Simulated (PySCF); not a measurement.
Polarisability and C₆ of Mn⁺ (manganese, charge +1)

[Ar] 3d6, high-spin 5D determinant (an excited configuration). Computed with PySCF 2.14 in aug-cc-pwCVTZ, with no relativity, point nucleus. Coupled (time-dependent) response in atomic units; α is the mean over directions.

| method | mean α (bohr³) | α xx, yy, zz | C₆ (like pair) | S(−4) |
| --- | --- | --- | --- | --- |
| UHF | 8.811 | 9.883, 9.883, 6.668 | 29.94 | 123.9 |
| PBE | 13.16 | 14.58, 14.58, 10.33 | 46.71 | 308.4 |

S(−4) is the Cauchy moment in α(ω) = α(0) + S(−4) ω² + …

α(iu) at UHF:

```csv
u (hartree),α(iu) (bohr³)
0,8.811
0.0500,8.527
0.100,7.889
0.200,6.556
0.300,5.532
0.500,4.203
0.750,3.209
1.00,2.552
1.50,1.741
2.00,1.271
3.00,0.7679
5.00,0.3694
```

A single London oscillator, α(iu) = α/(1 + u²/ω²), gives C₆ = (3/4) ω α². Matching the computed C₆ needs ω = 4 × 29.94 / (3 × 8.811²) = 0.514 hartree.

For an ion, C₆ is the dispersion term alone; charge-induced terms of lower order in 1/R come first.

The components differ because the open shell of this determinant is not spherical; for a pure term their mean is the scalar polarisability.
